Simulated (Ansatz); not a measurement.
Program: Ansatz 0.2.0.

Basis-set series for C2H7FGe (`FC[CH2][GeH3]`). Total charge 0; spin multiplicity 1. The structure was optimised at the PBE0-D4/def2-TZVP level. It is one conformer, not always the lowest.

```csv
functional,basis,functions,energy (Eh),HOMO (eV),LUMO (eV)
PBE0-D4,def2-TZVPP,239,-2256.87864,-8.61,0.85
PBE0-D4,def2-QZVPP,470,-2256.93344,-8.62,0.48
ωB97M-V,def2-TZVPP,239,-2257.13335,-10.83,2.37
ωB97M-V,def2-QZVPP,470,-2257.18697,-10.84,1.72
```

(1) Give the rows for def2-SVP. (Best estimate.)

Answers

(1) The calculation gave: 
```csv
functional,basis,functions,energy (Eh),HOMO (eV),LUMO (eV)
PBE0-D4,def2-SVP,109,-2256.40623,-8.59,1.26
ωB97M-V,def2-SVP,109,-2256.65305,-10.79,2.99
```

Positive LUMOs are unbound and depend on the basis. Scalar relativity is left out up to krypton.
